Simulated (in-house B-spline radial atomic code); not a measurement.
## How G0W0 and RPA depend on the start: Tc7+

Configuration [Ar] 3d10 4s2 4p6. Computed with a B-spline radial code for spherical atoms: all electrons, scalar-relativistic (spin-free one-electron X2C), finite nucleus, each spin shell either full or empty, empty states to l = 9 with an (l + 1/2)⁻⁴ tail; G0W0 by contour deformation at full frequency.

```
            start  mean-field 4p (eV)  G0W0 (eV)  QP weight  RPA correlation (Eh)
     Hartree-Fock             -151.81          ?          ?                     ?
         LDA VWN5             -142.34    -152.44      0.960               -2.8018
              PBE             -142.21    -152.41      0.961               -2.7985
             PBE0             -145.00    -152.51      0.966               -2.7415
           r2SCAN             -143.12    -152.49      0.963               -2.7624
            HSE06             -144.51    -152.52      0.965               -2.7455
  B3LYP (VWN-RPA)             -144.41    -152.51      0.965               -2.7536
             SCAN             -143.20    -152.46      0.963               -2.7609
             TPSS             -142.53    -152.47      0.961               -2.7873
        BHandHLYP             -147.51    -152.62      0.970               -2.6892
        CAM-B3LYP             -146.37    -152.57      0.968               -2.7326
          LC-wPBE             -147.69    -152.59      0.969               -2.7365
            wB97X             -147.42    -152.50      0.970               -2.7236
           PBEsol             -142.18          ?          ?                     ?
             BLYP             -141.98    -152.42      0.960               -2.7994
          r2SCAN0             -145.60    -152.55      0.967               -2.7173
LDA exchange-only             -140.42    -152.50      0.960               -2.8012
```

Q: What G0W0 level, weight and RPA correlation energy follow from the Hartree-Fock start?

A: G0W0 level -152.76 eV, weight 0.976, RPA correlation -2.5927 hartree.

Q: What G0W0 level, weight and RPA correlation energy follow from the PBEsol start?

A: G0W0 level -152.42 eV, weight 0.961, RPA correlation -2.7997 hartree.

Q: How much of the dependence on the start does G0W0 remove?

A: The mean-field levels span 11.4 eV and the G0W0 levels 0.346 eV. Against 150 ± 2.1 eV (NIST, tabulated theory) the G0W0 removal energies are off by +2.41 to +2.76 eV, with spin-orbit coupling, Breit and QED terms left out.
